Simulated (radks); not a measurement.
Question: Radial electron density D(r) = 4 pi r^2 rho(r) of an atom or ion with 14 electrons. Method: Dirac Kohn-Sham, XLYP, spin-unpolarised, spherical densities, finite nucleus; Fermi nuclear charge, rms radius of each element as measured or else 0.836 A^(1/3) + 0.57 fm; computed with a radial shooting solver on a logarithmic mesh with Libxc functionals.

```
   r/bohr * D(r) (the largest magnitude, 64.7, reaches the edge; | marks zero)
 0.003417 |      *
 0.003821 |       *
  0.00424 |         *
 0.004743 |           *
 0.005305 |             *
 0.005886 |               *
 0.006584 |                 *
 0.007364 |                    *
 0.008171 |                       *
  0.00914 |                          *
  0.01022 |                              *
  0.01134 |                                 *
  0.01269 |                                    *
  0.01419 |                                       *
  0.01575 |                                          *
  0.01761 |                                            *
   0.0197 |                                              *
  0.02186 |                                               *
  0.02445 |                                               *
  0.02735 |                                              *
  0.03035 |                                             *
  0.03394 |                                           *
  0.03796 |                                         *
  0.04246 |                                       *
  0.04712 |                                      *
   0.0527 |                                       *
  0.05895 |                                        *
  0.06541 |                                           *
  0.07316 |                                               *
  0.08183 |                                                  *
   0.0908 |                                                     *
   0.1016 |                                                      *
   0.1136 |                                                    *
    0.126 |                                                *
    0.141 |                                          *
   0.1577 |                                  *
    0.175 |                          *
   0.1957 |                    *
   0.2189 |                *
   0.2429 |              *
   0.2717 |             *
   0.3039 |             *
   0.3372 |            *
   0.3771 |          *
   0.4218 |        *
   0.4718 |     *
   0.5236 |  *
   0.5856 | *
    0.655 |*
   0.7268 *
   0.8129 *
   0.9093 *
    1.009 *
    1.128 *
```

What is the nuclear charge?

Answer: Z = 44. The innermost maximum, from 1s, lies near gamma/Z bohr with gamma = sqrt(1 - (Z/c)^2) = 0.947, here 0.0215 bohr (found: 0.0231), and its height grows with Z. The density is that of the ruthenium ion Ru30+ in [Ne] 3s2 3p2; the configuration itself is not fixed sharply by these data, and Z only to a few units. D(r) has 2 maxima, at r = 0.0231, 0.101 bohr, and minima at 0.0486 bohr, inside which lie 2.10 electrons.
